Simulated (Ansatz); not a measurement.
# doublet Cu: levels of theory in one basis

A single Cu atom.

Basis set: cc-pVDZ (spherical functions). Left uncorrelated: 5 orbitals. Correlation on ROHF uses semicanonical orbitals with singles. Charge 0, multiplicity 2.

Computed with Ansatz (development build ahead of 0.2.0); each method stands on the lowest determinant of its kind that the runs found.

```json
{"method": "ROHF", "E − E(ROHF) (eV)": "0.00", "<S²> of the determinant": "0.75"}
{"method": "UHF", "E − E(ROHF) (eV)": "-0.01", "<S²> of the determinant": "0.75"}
{"method": "ROHF-MP2", "E − E(ROHF) (eV)": "-17.86", "<S²> of the determinant": "–"}
{"method": "UHF-MP2", "E − E(ROHF) (eV)": "-17.87", "<S²> of the determinant": "0.75"}
{"method": "ROHF-CCSD", "E − E(ROHF) (eV)": "-15.10", "<S²> of the determinant": "–"}
{"method": "UHF-CCSD", "E − E(ROHF) (eV)": "-15.10", "<S²> of the determinant": "0.75"}
```

Question: What does ROHF-CCSD(T) give on the same scale?

Answer: -15.49 eV.

Question: Is a single determinant a sound starting point here?

Answer: By this sign, yes. Unrestricted orbitals gain 0.01 eV and <S²> is 0.75 against 0.75 for a pure state.
